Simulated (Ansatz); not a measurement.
Born–Oppenheimer molecular dynamics of C₂H₆FNOSi (12 atoms, charge 0, multiplicity 1). It starts from a relaxed structure.

Computed with RKS LDA/STO-3G in Ansatz 0.2.0.

```
ensemble                      : NVE (Milne-controlled integrator)
time step                     : 1 fs
steps asked                   : 241
starting velocities drawn for : 400 K
seed                          : 141504
```

Frames 1 fs apart, positions in Å, forces in eV/Å.

Velocities at 170.0 fs (Å/ps):

```
C -0.60 -6.27 5.35
Si -0.82 -0.88 -3.25
O -0.66 3.80 4.31
C -0.15 2.07 -1.93
N -0.70 -1.09 1.05
F 1.36 0.16 -0.98
H 17.04 3.27 8.36
H -6.50 16.67 -22.15
H 5.70 -4.18 -17.93
H -2.91 8.18 19.83
H 17.34 -3.98 6.33
H -4.60 6.39 -9.07
```

```xyz
12
Properties=species:S:1:pos:R:3:forces:R:3 time_fs=170.0 energy_less_start_eV=0.288 T=177
C -0.614 -1.607 1.177 1.03 0.79 -1.02
Si 0.274 -0.571 -0.093 -0.84 -0.68 -0.27
O -0.645 0.882 0.016 0.06 0.23 -0.21
C -0.122 1.954 -0.708 -0.37 0.11 0.46
N 0.936 2.251 -1.415 1.82 -1.20 -1.09
F -0.921 3.011 -0.568 -1.81 1.10 0.76
H -0.079 -2.503 1.386 0.88 -1.18 0.40
H -0.722 -1.043 2.076 0.00 0.66 1.18
H -1.582 -1.897 0.872 -1.67 -0.34 -0.73
H 1.646 -0.396 0.268 0.63 0.22 0.16
H 0.201 -1.103 -1.464 0.01 0.10 0.36
H 1.468 1.317 -1.521 0.27 0.19 -0.01
12
Properties=species:S:1:pos:R:3:forces:R:3 time_fs=171.0 energy_less_start_eV=0.262 T=197
C -0.614 -1.613 1.182 0.94 0.53 -1.48
Si 0.273 -0.572 -0.097 -0.62 -0.55 0.19
O -0.646 0.886 0.021 0.10 0.12 -0.28
C -0.122 1.956 -0.710 -0.36 -0.04 0.53
N 0.936 2.249 -1.415 1.72 -0.92 -1.13
F -0.920 3.012 -0.569 -1.87 1.20 0.77
H -0.058 -2.505 1.396 0.59 -0.84 0.39
H -0.729 -1.023 2.060 -0.07 0.64 1.33
H -1.584 -1.903 0.851 -1.24 -0.32 -0.50
H 1.646 -0.387 0.289 0.43 0.19 0.06
H 0.218 -1.107 -1.456 -0.02 0.05 0.13
H 1.465 1.324 -1.530 0.41 -0.06 -0.01
12
Properties=species:S:1:pos:R:3:forces:R:3 time_fs=172.0 energy_less_start_eV=0.220 T=230
C -0.613 -1.619 1.186 0.52 0.15 -1.46
Si 0.272 -0.573 -0.100 -0.29 -0.36 0.68
O -0.646 0.890 0.025 0.13 0.01 -0.34
C -0.123 1.958 -0.711 -0.28 -0.15 0.53
N 0.937 2.247 -1.415 1.54 -0.65 -1.11
F -0.920 3.013 -0.569 -1.87 1.25 0.76
H -0.032 -2.514 1.410 0.06 -0.18 0.27
H -0.736 -0.998 2.056 -0.07 0.25 0.92
H -1.597 -1.912 0.825 -0.33 -0.16 -0.05
H 1.650 -0.376 0.310 0.13 0.14 -0.07
H 0.235 -1.110 -1.447 -0.05 -0.02 -0.13
H 1.466 1.331 -1.540 0.50 -0.29 0.00
12
Properties=species:S:1:pos:R:3:forces:R:3 time_fs=173.0 energy_less_start_eV=0.231 T=222
C -0.612 -1.624 1.188 0.05 -0.04 -1.13
Si 0.270 -0.574 -0.103 0.07 -0.16 1.15
O -0.647 0.894 0.028 0.15 -0.10 -0.39
C -0.124 1.960 -0.712 -0.12 -0.21 0.47
N 0.939 2.245 -1.415 1.34 -0.50 -1.05
F -0.921 3.014 -0.569 -1.82 1.25 0.73
H -0.005 -2.526 1.426 -0.48 0.48 0.11
H -0.744 -0.970 2.061 -0.02 -0.35 0.23
H -1.614 -1.922 0.799 0.60 0.03 0.42
H 1.655 -0.364 0.330 -0.19 0.08 -0.21
H 0.252 -1.113 -1.439 -0.07 -0.08 -0.37
H 1.471 1.334 -1.549 0.49 -0.39 0.04
12
Properties=species:S:1:pos:R:3:forces:R:3 time_fs=174.0 energy_less_start_eV=0.290 T=176
C -0.611 -1.630 1.190 -0.26 0.03 -0.75
Si 0.269 -0.576 -0.105 0.36 0.02 1.50
O -0.647 0.898 0.032 0.16 -0.21 -0.43
C -0.124 1.962 -0.713 0.09 -0.24 0.36
N 0.942 2.242 -1.417 1.17 -0.48 -0.97
F -0.923 3.017 -0.569 -1.71 1.20 0.69
H 0.017 -2.533 1.444 -0.87 0.90 -0.04
H -0.752 -0.946 2.067 0.04 -0.92 -0.42
H -1.625 -1.933 0.776 1.20 0.14 0.78
H 1.659 -0.350 0.348 -0.45 0.01 -0.33
H 0.268 -1.117 -1.435 -0.08 -0.11 -0.51
H 1.481 1.334 -1.557 0.37 -0.34 0.11
12
Properties=species:S:1:pos:R:3:forces:R:3 time_fs=175.0 energy_less_start_eV=0.333 T=143
C -0.610 -1.635 1.191 -0.36 0.28 -0.49
Si 0.268 -0.577 -0.108 0.53 0.13 1.68
O -0.647 0.902 0.035 0.16 -0.32 -0.45
C -0.125 1.964 -0.713 0.30 -0.22 0.23
N 0.946 2.239 -1.419 1.01 -0.57 -0.87
F -0.926 3.020 -0.568 -1.56 1.10 0.63
H 0.032 -2.532 1.461 -1.03 1.02 -0.12
H -0.760 -0.930 2.071 0.07 -1.26 -0.81
H -1.625 -1.941 0.762 1.39 0.15 0.95
H 1.658 -0.337 0.363 -0.59 -0.04 -0.42
H 0.283 -1.123 -1.435 -0.10 -0.10 -0.52
H 1.495 1.331 -1.565 0.17 -0.17 0.19
12
Properties=species:S:1:pos:R:3:forces:R:3 time_fs=176.0 energy_less_start_eV=0.313 T=158
C -0.610 -1.640 1.192 -0.23 0.68 -0.42
Si 0.267 -0.578 -0.109 0.56 0.17 1.67
O -0.648 0.905 0.038 0.17 -0.42 -0.48
C -0.126 1.965 -0.713 0.50 -0.16 0.09
N 0.951 2.235 -1.422 0.84 -0.69 -0.75
F -0.929 3.023 -0.567 -1.35 0.94 0.56
H 0.036 -2.521 1.477 -0.94 0.82 -0.14
H -0.767 -0.925 2.066 0.07 -1.32 -0.89
H -1.612 -1.949 0.756 1.16 0.05 0.91
H 1.651 -0.324 0.375 -0.60 -0.08 -0.45
H 0.297 -1.129 -1.441 -0.11 -0.03 -0.39
H 1.510 1.327 -1.571 -0.06 0.03 0.28
12
Properties=species:S:1:pos:R:3:forces:R:3 time_fs=177.0 energy_less_start_eV=0.250 T=207
C -0.609 -1.645 1.192 0.12 1.15 -0.55
Si 0.266 -0.580 -0.110 0.45 0.14 1.50
O -0.648 0.909 0.041 0.16 -0.50 -0.50
C -0.126 1.966 -0.713 0.67 -0.05 -0.05
N 0.956 2.231 -1.426 0.62 -0.74 -0.60
F -0.934 3.027 -0.566 -1.11 0.74 0.47
H 0.032 -2.502 1.492 -0.60 0.35 -0.07
H -0.774 -0.934 2.054 0.01 -1.07 -0.63
H -1.588 -1.956 0.758 0.53 -0.16 0.66
H 1.639 -0.312 0.382 -0.48 -0.09 -0.43
H 0.310 -1.135 -1.450 -0.13 0.07 -0.16
H 1.524 1.322 -1.574 -0.24 0.17 0.35
12
Properties=species:S:1:pos:R:3:forces:R:3 time_fs=178.0 energy_less_start_eV=0.210 T=238
C -0.609 -1.649 1.192 0.63 1.56 -0.88
Si 0.266 -0.581 -0.110 0.23 0.08 1.24
O -0.648 0.912 0.044 0.17 -0.56 -0.52
C -0.126 1.968 -0.713 0.80 0.10 -0.18
N 0.961 2.226 -1.429 0.33 -0.70 -0.42
F -0.938 3.032 -0.564 -0.84 0.49 0.38
H 0.022 -2.481 1.506 -0.09 -0.29 0.07
H -0.780 -0.952 2.035 -0.12 -0.52 -0.08
H -1.559 -1.965 0.767 -0.37 -0.45 0.25
H 1.623 -0.301 0.385 -0.23 -0.08 -0.35
H 0.322 -1.141 -1.460 -0.16 0.17 0.10
H 1.537 1.319 -1.573 -0.34 0.19 0.39
12
Properties=species:S:1:pos:R:3:forces:R:3 time_fs=179.0 energy_less_start_eV=0.230 T=222
C -0.608 -1.651 1.191 1.13 1.74 -1.36
Si 0.265 -0.582 -0.110 -0.08 0.01 0.94
O -0.648 0.914 0.046 0.17 -0.59 -0.55
C -0.125 1.969 -0.713 0.86 0.27 -0.27
N 0.967 2.221 -1.433 -0.04 -0.53 -0.21
F -0.944 3.036 -0.562 -0.55 0.22 0.29
H 0.012 -2.462 1.522 0.42 -0.87 0.22
H -0.788 -0.975 2.016 -0.28 0.19 0.65
H -1.534 -1.978 0.778 -1.21 -0.72 -0.18
H 1.604 -0.290 0.384 0.10 -0.05 -0.23
H 0.332 -1.145 -1.470 -0.18 0.26 0.32
H 1.546 1.318 -1.570 -0.34 0.09 0.38
12
Properties=species:S:1:pos:R:3:forces:R:3 time_fs=180.0 energy_less_start_eV=0.266 T=194
C -0.606 -1.652 1.189 1.34 1.50 -1.77
Si 0.265 -0.583 -0.110 -0.40 -0.03 0.69
O -0.648 0.917 0.048 0.18 -0.59 -0.58
C -0.123 1.970 -0.713 0.85 0.44 -0.33
N 0.973 2.216 -1.438 -0.44 -0.29 -0.01
F -0.949 3.041 -0.560 -0.25 -0.06 0.19
H 0.005 -2.451 1.538 0.72 -1.13 0.26
H -0.798 -0.997 2.003 -0.44 0.80 1.23
H -1.520 -1.998 0.788 -1.55 -0.83 -0.41
H 1.586 -0.281 0.382 0.44 -0.02 -0.11
H 0.341 -1.146 -1.476 -0.21 0.31 0.47
H 1.552 1.318 -1.562 -0.25 -0.11 0.35
12
Properties=species:S:1:pos:R:3:forces:R:3 time_fs=181.0 energy_less_start_eV=0.251 T=206
C -0.603 -1.652 1.185 1.06 0.89 -1.77
Si 0.264 -0.584 -0.110 -0.64 0.00 0.52
O -0.647 0.919 0.050 0.20 -0.55 -0.63
C -0.121 1.972 -0.714 0.76 0.58 -0.33
N 0.978 2.210 -1.442 -0.79 -0.02 0.17
F -0.955 3.046 -0.558 0.05 -0.34 0.09
H 0.005 -2.451 1.558 0.67 -0.93 0.12
H -0.813 -1.011 2.002 -0.48 1.01 1.34
H -1.520 -2.026 0.794 -1.18 -0.66 -0.35
H 1.573 -0.271 0.378 0.71 0.01 0.00
H 0.348 -1.145 -1.479 -0.22 0.32 0.52
H 1.556 1.316 -1.551 -0.13 -0.32 0.31
```

Of the whole run (241 fs, mean temperature of the second half 203 K): The conserved energy stayed within 0.36 meV per atom of its start (net change -0.048 meV per atom), so the integration is sound. The temperature averaged 0.51 of the 400 K drawn at the start: a run that starts near a minimum puts about half its kinetic energy into the potential. A run of 0.24 ps of so small a system gives no equilibrium averages. Limits of this set-up: minimal basis.

Time of the run: 6.8 min on 1 CPU thread of a shared host.
